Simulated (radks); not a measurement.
The numbers below are computed, except where a source is named.
Problem. All-electron atom: the gold ion Au17+ in [Kr] 4d10 4f14 5s2 (the NIST ground configuration). Code: a radial shooting solver on a logarithmic mesh with Libxc functionals. Model: Dirac Kohn-Sham, BLYP, spin-unpolarised, spherical densities, finite nucleus; Fermi nuclear charge, rms radius 5.4371 fm. Some entries of the table are withheld. Estimate them.

orbital  occ.  eigenvalue (eV)  <1/r> (bohr^-1)  r(max) (bohr)
1s1/2       2        -81002.75            95.69        0.01042
2s1/2       2        -14593.07            23.53        0.06038
2p1/2       2        -14015.83            23.49        0.04445
2p3/2       4        -12178.89            19.14        0.05182
3s1/2       2        -3725.059            8.640         0.1698
3p1/2       2        -3464.359            8.557         0.1585
3p3/2       4        -3058.488            7.422         0.1734
3d3/2       4        -2624.043            7.322         0.1350
3d5/2       6        -2536.674            7.063         0.1391
4s1/2       2        -1092.085            3.666         0.3826
4p1/2       2        -980.4180            3.559         0.3807
4p3/2       4        -882.2755            3.169         0.4113
4d3/2       4              (1)            2.974         0.4036
4d5/2       6              (2)            2.885         0.4130
4f5/2       6        -443.4623            2.557         0.3689
5s1/2       2        -441.9226            1.651         0.8104
4f7/2       8        -439.3809            2.525         0.3732
5p1/2       0        -400.4061            1.568         0.8402
5p3/2       0        -376.2451            1.448         0.8977
6s1/2       0        -246.1423              (3)          1.507

Solution. 
(1) 4d3/2 eigenvalue (eV): -698.7896
(2) 4d5/2 eigenvalue (eV): -680.3141
(3) 6s1/2 <1/r> (bohr^-1): 0.9344
